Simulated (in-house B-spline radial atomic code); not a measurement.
How numerical settings move a run on Tb II (Tb+), [Xe] 4f9 6s1. Computed with a B-spline radial code for spherical atoms: Dirac-Kohn-Sham PBE, spherical fractional occupations, Fermi nucleus of rms radius 5.06 fm.

Command:
```bash
python run_scf.py task.json out
```
Settings of the sound reference run:
```
Z                65
electrons        64
configuration    [Xe] 4f9 6s1
hamiltonian      dirac
method           pbe,pbe
spin_polarised   False
nucleus          fermi
rms_radius       5.06
mass_number      159
atomic_mass      158.9254
speed_of_light   137.036
knot_spacing     0.22
spline_order     8
gauss_points     12
box_radius       35.29
max_iterations   70
damping          0.5
damped_steps     3
diis_vectors     10
tolerance        1e-08
start            Thomas-Fermi
```

Time taken, with all properties: 1.8 s on 1 thread of Arm Neoverse V1, with other jobs on the host.

It converges in 11 iterations to -11717.715740 hartree, with 6s1/2 at -8.73653 eV. The other runs change the listed settings, some to values that make no sense; their results aren't properties of the atom or ion. Radii are in bohr (the nuclear one in fm), a minus after a letter asks for a j subshell, and «unchanged» means within 1e-8 hartree. The run stops when the residual is below 10 × tolerance × max(1, Z/10), or a noise floor if that is larger, and the energy moves by less than 1e-8 × √|E| hartree; so very loose and very tight tolerances often act alike.

```tsv
changed settings	outcome
first_knot = 0.0462	converged in 11 iterations, energy +4.74e+01 hartree from the reference, 6s1/2 level -9.4e-03 eV
damping = 0	converged in 15 iterations, energy unchanged, 6s1/2 level -9.6e-07 eV
method = hf, spin_polarised = True	stopped with error: spin polarisation is not served with the Dirac Hamiltonian
first_knot = 1.54e-05	converged in 11 iterations, energy -1.29e-07 hartree from the reference, 6s1/2 level -9.4e-07 eV
max_iterations = 75, damping = 0, diis_vectors = 0, start = bare nucleus	not converged after 75 iterations, last residual 3.3e+00, last energy +1.62e+02 hartree from the reference
damping = 0.8	converged in 13 iterations, energy unchanged, 6s1/2 level -1.6e-06 eV
first_knot = 1.54e-06	converged in 11 iterations, energy +6.03e-06 hartree from the reference, 6s1/2 level +8.3e-07 eV
diis_vectors = 4	converged in 11 iterations, energy unchanged, 6s1/2 level +3.5e-06 eV
first_knot = 1.54e-05, max_iterations = 75, damping = 0.95, damped_steps = 8	converged in 19 iterations, energy -1.29e-07 hartree from the reference, 6s1/2 level +8.2e-07 eV
electrons = 65, configuration = [Xe] 4f9 6s1 7s-1, max_iterations = 60	stopped with error: j subshells need the Dirac Hamiltonian and l > 0
max_iterations = 60, damped_steps = 8, diis_vectors = 4	converged in 15 iterations, energy unchanged, 6s1/2 level -3.1e-06 eV
first_knot = 0.000154	converged in 11 iterations, energy +5.76e-06 hartree from the reference, 6s1/2 level -3.1e-06 eV
diis_vectors = 1	not converged after 70 iterations, last residual 3.2e+00, last energy +4.39e+02 hartree from the reference
box_radius = 7.06, first_knot = 0.00462, max_iterations = 100	converged in 10 iterations, energy -4.74e-01 hartree from the reference, 6s1/2 level +5.4e-01 eV (the program warns: 6s1/2 reaches the box edge; 5p1/2 reaches the box edge)
first_knot = 0.0154	converged in 11 iterations, energy +4.06e+00 hartree from the reference, 6s1/2 level +1.6e-04 eV
electrons = 65, configuration = [Xe] 4f9 6s1 3f1, max_iterations = 60	stopped with error: there is no 3f shell
```

**Question.** What happens with damping = 0.2?

**Answer.** Converged in 14 iterations, energy unchanged, 6s1/2 level -1.2e-06 eV.

**Question.** What happens with first_knot = 0.00154?

**Answer.** Converged in 11 iterations, energy -3.15e-01 hartree from the reference, 6s1/2 level -3.2e-04 eV.

**Question.** What happens with first_knot = 1.54e-06, max_iterations = 50, damping = 0.95, diis_vectors = 20, tolerance = 0.0001?

**Answer.** Converged in 12 iterations, energy +6.16e-06 hartree from the reference, 6s1/2 level -7.1e-04 eV.

**Question.** What happens with first_knot = 0.00462?

**Answer.** Converged in 11 iterations, energy -4.86e-01 hartree from the reference, 6s1/2 level -7.1e-04 eV.
